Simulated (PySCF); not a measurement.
C₃H₄ClF₃, SMILES FC(F)(F)CCCl (GFN2-xTB optimised geometry):

```
11

F      1.503     0.261     0.000
C      0.162     0.261     0.000
F     -0.223    -0.254    -1.174
F     -0.217     1.547     0.000
C     -0.415    -0.511     1.173
C      0.040     0.102     2.491
Cl    -0.648    -0.822     3.851
H     -1.503    -0.485     1.091
H     -0.078    -1.547     1.092
H      1.126     0.065     2.589
H     -0.307     1.131     2.588
```

Calculation: CAM-B3LYP/def2-TZVP run with PySCF.

### Question
What are the frontier orbital energies and the dipole moment?

### Answer
HOMO-2 -12.39 eV, HOMO-1 -10.29 eV, HOMO -10.24 eV, LUMO 1.46 eV, LUMO+1 2.31 eV; dipole moment 0.49 D.

Meta-Löwdin charges at CAM-B3LYP/def2-TZVP: F1 -0.28, C2 0.79, F3 -0.28, F4 -0.28, C5 -0.23, C6 -0.16, Cl7 -0.12, H8 0.14, H9 0.14, H10 0.14, H11 0.14.
